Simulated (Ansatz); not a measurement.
Geometry optimisation, Ansatz 0.2.0, RKS B3LYP-D4/def2-SVP.

Input:

```yaml
crystal:
  periodic: [false, false, false]
  atoms:
    - { symbol: "N", position_ang: [-0.2149, 1.5886, -0.0581] }
    - { symbol: B, position_ang: [0.0469, 0.1728, -0.3601] }
    - { symbol: C, position_ang: [-0.01548, -0.8966, -1.47932] }
    - { symbol: S, position_ang: [1.27328, -1.33171, -0.55806] }
    - { symbol: H, position_ang: [-0.7068, 2.0146, -0.9487] }
    - { symbol: H, position_ang: [-0.9905, 1.6578, 0.6786] }
    - { symbol: H, position_ang: [-0.91384, -1.62248, -1.37806] }
    - { symbol: H, position_ang: [0.15193, -0.51465, -2.49526] }
basis:
  gaussian: { orbitals: def2-SVP }
hamiltonian:
  xc: b3lyp
  dispersion: d4
relax:
  f_tol: 0.015
  max_steps: 40
```

Command:

```bash
$ ansatz run input.yaml --threads 1 --pin off --max-ram 2048MiB --backend cpu --events-out ev --progress --plain --runs-dir out
```

Q: Where does it end, and by what steps?

A: The forces met the threshold. After 8 steps the energy has fallen by 2.206 eV; H6 moved furthest, 0.82 Å.

```csv
step,energy less start (eV),largest force component (eV/Å),accepted
0,0.0000,6.179,yes
1,-1.1360,2.890,yes
2,-1.7826,1.085,yes
3,-1.9835,1.005,yes
4,-2.1336,0.964,yes
5,-2.1184,1.244,no
6,-2.1937,0.329,yes
7,-2.2014,0.078,yes
8,-2.2060,0.013,yes
```

```xyz
8
Properties=species:S:1:pos:R:3
N -0.496 1.431 -0.117
B -0.033 0.199 -0.548
C -0.081 -0.881 -1.636
S 1.046 -1.157 -0.127
H -1.166 1.980 -0.643
H -0.197 1.859 0.751
H -0.912 -1.593 -1.701
H 0.469 -0.771 -2.579
```

Whether the end is a true minimum wasn't checked by a vibrational analysis.

The run took 37 s on 1 thread of Intel(R) Xeon(R) Processor @ 2.70GHz (shared host), peak memory 0.16 GiB.
